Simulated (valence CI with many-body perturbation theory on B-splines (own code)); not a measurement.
# Rh24+: M1 decay

Computed by valence CI with perturbative core correlation (CI+MBPT): three valence electrons over a frozen Dirac-Fock core [Ar], radial functions for each j: 7 s, 7 p, 8 d, 6 f, 4 g, 1 h, with the one-electron correlation potential Σ1 (screened to all orders), the two-electron term Σ2, the three-electron term Σ3, Breit, model QED; selected single and double excitations, second order for the rest, scaled by the run's own slope (own B-spline code, finite nucleus).

No measured spectrum was set against this ion. As an estimate, terms of the open shell hold to 2 to 4 % of their energy, and close levels can change places. Only levels of the ground parity were solved; by the run's estimate the other parity begins above the list, which can be wrong where configurations are misplaced.

Lines 51 to 68 of 68 in falling wavelength, among levels below 298350 cm⁻¹, chosen from the decays that carry over 1 % of a level's rate. Wavelengths and rates use the calculated energies, so an error of 3000 cm⁻¹ moves a line at 728.9 Å by 2.2 % and its rate by three times that or more. S is in atomic units (e²a₀⁴ for E2 and M2, e²a₀⁶ for E3), for M1 in squared Bohr magnetons. Weak lines are less certain than strong ones. Lines between different terms over intervals too small for the method are left out, as are lines whose strength nearly cancels. The highest levels of a list are the least certain.

Names give the largest LS component (configuration and term), which can be under half, so a name can repeat, a term be missing and a line seem to break the LS rules; names also repeat where a configuration has a term twice. Letters in brackets count levels of one name in rising energy.

```tsv
λ vac (Å)	Upper	Lower	Type	A (s⁻¹)	S (a.u.)
728.9	3d3 2P_1/2	3d3 4F_3/2	M1	1.06e+02	3.04e-03
697.4	3d3 2F_7/2	3d3 4F_7/2	M1	1.39e+02	1.40e-02
677.4	3d3 2D_3/2 [b]	3d3 2P_1/2	M1	3.21e+02	1.48e-02
640.3	3d3 2D_3/2 [b]	3d3 2D_3/2 [a]	M1	8.22e+02	3.20e-02
632.3	3d3 2D_5/2 [a]	3d3 4F_3/2	M1	4.95e+01	2.78e-03
632.0	3d3 2D_5/2 [b]	3d3 2D_3/2 [a]	M1	3.60e+03	2.02e-01
627.3	3d3 2P_3/2	3d3 4F_5/2	M1	1.25e+03	4.59e-02
604.9	3d3 2F_7/2	3d3 4F_5/2	M1	3.41e+02	2.24e-02
586.8	3d3 2D_3/2 [b]	3d3 4P_5/2	M1	1.68e+02	5.04e-03
579.8	3d3 2D_5/2 [b]	3d3 4P_5/2	M1	3.38e+03	1.47e-01
548.6	3d3 2D_5/2 [b]	3d3 2G_7/2	M1	8.33e+02	3.06e-02
536.1	3d3 2P_3/2	3d3 4F_3/2	M1	2.62e+02	5.99e-03
522.9	3d3 2F_5/2	3d3 4F_3/2	M1	6.79e+02	2.16e-02
489.4	3d3 2D_3/2 [b]	3d3 4P_1/2	M1	3.19e+02	5.55e-03
465.8	3d3 2D_3/2 [b]	3d3 4P_3/2	M1	9.17e+02	1.37e-02
420.5	3d3 2D_5/2 [b]	3d3 4F_7/2	M1	7.93e+02	1.31e-02
388.1	3d3 2D_3/2 [b]	3d3 4F_5/2	M1	9.00e+02	7.80e-03
351.1	3d3 2D_3/2 [b]	3d3 4F_3/2	M1	1.07e+02	6.87e-04
```
